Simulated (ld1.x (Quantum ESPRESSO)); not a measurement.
# Te: one change to an ultrasoft potential, before and after

```
Element                 : tellurium (Te)
Generator               : ld1.x (Quantum ESPRESSO) 7.5
Type                    : ultrasoft
Functional              : LDA (PZ)
Relativity              : scalar-relativistic
Frozen core             : [Kr] 4d10
Valence charge          : 6
Reference configuration : 5s2 5p3 (charge +1)
Partial waves           : 5s (bound): rcut 1.60, rcutus 2.15 bohr; 5s channel at -0.25 Ry: rcut 1.60, rcutus 2.15 bohr; 5p (bound): rcut 1.40, rcutus 1.75 bohr; 5p channel at 3.9 Ry: rcut 1.40, rcutus 1.75 bohr
Local potential         : all-electron potential smoothed inside 2.05 bohr (lloc = -2)
Core correction         : Bessel-smoothed model core inside 1.35 bohr
Augmentation charge     : built from norm-conserving waves at rcut, not smoothed further
```

Change: all radii but the core radius scaled by about 1.09 (s 2.34, p 1.90 bohr, rcut 1.74/1.52); local potential all-electron potential smoothed inside 2.22 bohr (lloc = -2).

Cutoffs: the cutoffs (Ry, on a coarse ladder) from which the occupation-weighted sum of valence levels, in a spherical-Bessel basis at the reference potential, stays within 10 and 1 mRy of its value at 400 Ry; they do not see the model core or the augmentation charge, which bear on the density cutoff. Errors are all-electron minus pseudo energies relative to the spin-unpolarised reference configuration.

What does the change do?

The potential gets softer (15 Ry and 35 Ry → 12 Ry and 18 Ry); both files keep a bound ghost (d); the number of tests that count goes from 8 to 9; of the 8 tests that both files solve, the error grows in 4 and shrinks in 3 by more than 15 % and 0.3 meV (median size 4.1 → 5.7 meV). A larger radius leaves more room for a smooth pseudo-wave, so fewer plane waves are needed.

```tsv
quantity	base	changed
cutoff, loose	15 Ry	12 Ry
cutoff, tight	35 Ry	18 Ry
loose cutoff by channel (10 mRy a level)	s 6 Ry, p 12 Ry	s 6 Ry, p 6 Ry
bound ghosts	d	d
tests counted (converged, no solver errors)	8 of 9	9 of 9
error for 5s2 5p4, meV [ΔE -9.92 eV]	+0.7	-1.2
error for 5s2 5p2, meV [ΔE 18.17 eV]	-16	-17
error for 5s2 5p3.5, meV [ΔE -5.93 eV]	+0.8	+0.2
error for 5s2 5p4.3, meV [ΔE -11.43 eV]	+0.7	-2.2
error for 5s2 5p0, meV [ΔE 82.31 eV]	-327	-250
error for 5s1 5p4, meV [ΔE 9.93 eV]	-13	-7.0
error for 5s2 5p3 (spin-polarised), meV [ΔE -1.31 eV]	-7.5	-11
error for 5s2 5p4 (spin-polarised), meV [ΔE -10.40 eV]	-0.8	-4.4
lowest overlap eigenvalue by channel	s 0.35, p 0.73	s 0.35, p 0.53
```

Base: Tests not counted: 5s2 5p1 (solver errors, printed error -960 meV). These tests converged, but a pseudo level misses the all-electron one widely, so the file describes the atom poorly there or has found another state: 5s2 5p0: empty 5p by 8.6 eV. A true bound ghost makes a file unfit for plane-wave use even where its test errors are small: the radial tests pick states by their node count and pass the ghost by.
